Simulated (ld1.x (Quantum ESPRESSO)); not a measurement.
**neodymium: excitation energies, all-electron against ultrasoft**

- Element: neodymium (Nd)
- Generator: ld1.x (Quantum ESPRESSO) 7.5
- Type: ultrasoft
- Functional: PW91
- Relativity: scalar-relativistic
- Frozen core: [Kr] 4d10
- Valence charge: 14
- Reference configuration: 4f4 5s2 5p6 5d0 6s1 6p1
- Partial waves: 5s (bound): rcut 1.90, rcutus 1.95 bohr; 6s (bound): rcut 1.90, rcutus 1.95 bohr; 5p (bound): rcut 1.80, rcutus 1.90 bohr; 6p (bound): rcut 1.80, rcutus 1.90 bohr; 5d (bound, empty): rcut 2.15, rcutus 2.30 bohr; 5d channel at 0.6 Ry: rcut 2.15, rcutus 2.30 bohr; 4f (bound): rcut 1.45, rcutus 1.90 bohr; 4f channel at 2.2 Ry: rcut 1.45, rcutus 1.90 bohr
- Local potential: all-electron potential smoothed inside 1.65 bohr (lloc = -1)
- Core correction: Bessel-smoothed model core inside 2.00 bohr
- Augmentation charge: PSQ, inside the norm-conserving radii

Energies are relative to the spin-unpolarised reference configuration 4f4 5s2 5p6 5d0 6s1 6p1; without spin polarisation the order of configurations can differ from experiment. Not all tests gave a result: 1 of 7 tests not solved or not reliable. Left out of the table: 4f5 5s2 5p6 5d0 6s0 6p0 (all-electron atom not converged, printed error -14.2 eV).

```json
{"valence configuration": "4f4 5s2 5p6 5d0 6s2 6p0", "charge": "0", "ΔE all-electron (eV)": "-2.341", "error AE − PS (meV)": "+1.0"}
{"valence configuration": "4f4 5s2 5p6 5d0 6s1 6p0", "charge": "+1", "ΔE all-electron (eV)": "3.490", "error AE − PS (meV)": "-1.6"}
{"valence configuration": "4f4 5s2 5p6 5d0 6s0 6p0", "charge": "+2", "ΔE all-electron (eV)": "14.313", "error AE − PS (meV)": "-4.6"}
{"valence configuration": "4f4 5s2 5p6 5d1 6s0 6p0", "charge": "+1", "ΔE all-electron (eV)": "4.539", "error AE − PS (meV)": "-0.1"}
{"valence configuration": "4f3 5s2 5p6 5d0 6s0 6p0", "charge": "+3", "ΔE all-electron (eV)": "36.855", "error AE − PS (meV)": "-242"}
```

Q: What are ΔE and the potential's error for 4f4 5s2 5p6 5d0 6s1.5 6p0?

A: ΔE = -0.011 eV all-electron; the error (AE − PS) is -0.1 meV.

ld1.x printed “convergence not achieved” for 5 of the counted tests; their residual had stalled under 1e-8, short of the target of 1e-14.
